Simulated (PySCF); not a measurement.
[Yb(NH3)3]3+ at several levels of theory

Computed with PySCF 2.14.0 (density fitting, no spin-orbit coupling) at the geometry relaxed with PBE0:

```xyz
13
[Yb(NH3)3]3+ (singlet in the valence; each metal's 4f electrons, 13 of them, lie in its core potential, out of spins and levels)
Yb    0.0000    0.0000   -0.6929
N     2.2163    0.0142    0.0610
H     2.3841   -0.3941    1.0003
H     2.8906   -0.5058   -0.5344
H     2.6589    0.9497    0.1371
N    -1.1204    1.9122    0.0610
H    -0.8508    2.2617    1.0003
H    -1.0073    2.7562   -0.5344
H    -2.1520    1.8278    0.1371
N    -1.0958   -1.9264    0.0610
H    -1.5333   -1.8677    1.0003
H    -1.8833   -2.2505   -0.5344
H    -0.5070   -2.7776    0.1371
```

```tsv
level	basis	state	HOMO (eV)	gap (eV)	charge on Yb1 (e)	population of f-type functions on Yb1 (polarisation alone where 4f lies in the core)	dipole about the centre of mass (D)	largest force component (eV/Å)
PBE0	Yb lcecp-1-SVP with ECP59, N def2-SVP, H def2-SVP	singlet	-24.98	8.48	1.78	0.02	2.93	0.02
PBE0	Yb lcecp-1-TZVP with ECP59, N def2-TZVP, H def2-TZVP	singlet	-24.87	8.48	2.05	0.03	2.96	0.37
```

In the lcecp rows the 4f levels are missing from HOMO and gap, and the state counts the valence alone.

Charges are Mulliken's, which hang on the basis. The relaxation used the grid (50, 194), these runs (75, 302) or, all-electron (x2c bases, spin-free X2C Hamiltonian), (99, 590).

Order these levels, in the first row's basis, by the HOMO–LUMO gap they give here, smallest first.
A. HF
B. BLYP
C. PBE
D. BP86

B (5.76 eV), C (5.96 eV), D (6.14 eV), A (15.47 eV).

And their other results?


```
level    state  HOMO (eV)  gap (eV)  charge on Yb1 (e)  population of f-type functions on Yb1 (polarisation alone where 4f lies in the core)  dipole about the centre of mass (D)  largest force component (eV/Å)
 BLYP  singlet     -23.28      5.76               1.62                                                                                  0.02                                 3.10                            0.42
 BP86  singlet     -23.53      6.14               1.65                                                                                  0.02                                 3.11                            0.41
  PBE  singlet     -23.43      5.96               1.64                                                                                  0.02                                 3.12                            0.37
   HF  singlet     -28.76     15.47               2.09                                                                                  0.02                                 2.47                            1.07
```

In the first row's basis the gap widens with exact exchange: 5.8 to 6.1 eV for BLYP, PBE, BP86 (none); 8.5 eV for PBE0 (a fixed share); 15.5 eV for Hartree–Fock (rising or full at long range).

No frequency check is given that shows the relaxed geometry to be a minimum, and it was reached by following one of several unstable modes of a saddle point. An lcecp potential fixes the number of 4f electrons, so in runs with it no electron can move into or out of that shell.
